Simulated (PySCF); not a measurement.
**Dipole response of Gd³⁷⁺ (gadolinium, charge +37)**

[Ar] 3d9, 2D determinant. All numbers are calculated (PySCF 2.14, scalar relativity by spin-free X2C-1e, in an uncontracted even-tempered set (18 s from 6.2 bohr⁻², ratio 2.5; 13 p from 8.1 bohr⁻², ratio 2.5; 8 d from 8.1 bohr⁻², ratio 2.5; 4 f from 37 bohr⁻², ratio 2.7; 3 g from 55 bohr⁻², ratio 2.7)). Coupled (time-dependent) response in atomic units; α is the mean over directions.

```json
{"method": "PBE0", "mean α (bohr³)": "0.003649", "α xx, yy, zz": "0.003978, 0.003978, 0.002992", "C₆ (like pair)": "0.0005942", "S(−4)": "4.487e-06"}
```

S(−4) is the Cauchy moment in α(ω) = α(0) + S(−4) ω² + …

Spin-orbit coupling is absent.

α(iu) at PBE0:

```tsv
u (hartree)	α(iu) (bohr³)
0	0.003649
6.00	0.003511
12.0	0.003256
24.0	0.002829
36.0	0.002482
48.0	0.002166
60.0	0.001882
90.0	0.001319
120	0.0009444
180	0.0005324
300	0.0002305
```

For an ion, C₆ is the dispersion term alone; charge-induced terms of lower order in 1/R come first.

The components differ because the open shell of this determinant is not spherical; for a pure term their mean is the scalar polarisability.

Spin-orbit coupling, absent here, splits the open shell strongly.
